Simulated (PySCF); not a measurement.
Geometries of 2 isomers of C6H8ClF, from PBE0-D3(BJ)/def2-SVP geometry optimisation, gas phase in PySCF 2.14.0. One conformer each, no zero-point energy, no frequencies.

Question: Which is lower in electronic energy at this level?
A.
```xyz
16
angstrom
F     -1.441    2.234    0.312
C     -1.633    0.886    0.122
C     -0.420    0.123    0.587
C     -0.346   -1.391    0.257
C      1.094   -1.191   -0.279
C      0.861    0.294   -0.202
C      1.434    1.362   -0.747
Cl     2.855    1.238   -1.725
H     -2.532    0.576    0.683
H     -1.809    0.708   -0.953
H     -0.261    0.318    1.662
H     -1.051   -1.676   -0.538
H     -0.472   -2.083    1.101
H      1.328   -1.594   -1.277
H      1.874   -1.537    0.420
H      1.048    2.375   -0.623
```
B.
```xyz
16
angstrom
C     -0.352   -1.082    0.830
C      0.181    0.334    0.739
C      1.642    0.493    1.116
Cl     1.900    0.179    2.876
C      2.586   -0.431    0.371
F      2.409   -0.259   -0.979
C     -0.370    1.293   -0.279
C     -0.728    1.511    0.949
H     -0.118   -1.528    1.810
H     -1.443   -1.089    0.700
H      0.082   -1.725    0.047
H      1.941    1.539    0.953
H      3.631   -0.202    0.634
H      2.381   -1.483    0.631
H     -0.410    1.536   -1.338
H     -1.300    2.070    1.685
```

Answer: A. That is `FC[C@H]1CC/C1=C\Cl`, 27.5 kcal/mol below the other.

```
               SMILES                                    atoms numbered as above      E (Eh)  relative (kcal/mol)  relative (kJ/mol)  dipole (D)
   FC[C@H]1CC/C1=C\Cl    [F:1][CH2:2][C@H:3]1[CH2:4][CH2:5]/[C:6]1=[CH:7]\[Cl:8]  -792.54496                  0.0                0.0        2.65
CC1([C@@H](Cl)CF)C=C1  [CH3:1][C:2]1([C@@H:3]([Cl:4])[CH2:5][F:6])[CH:7]=[CH:8]1  -792.50121                 27.5              114.9        1.01
```

As drawn, the lower has a four-membered ring, which the higher lacks; the higher has a three-membered ring and a quaternary carbon, which the lower lacks.
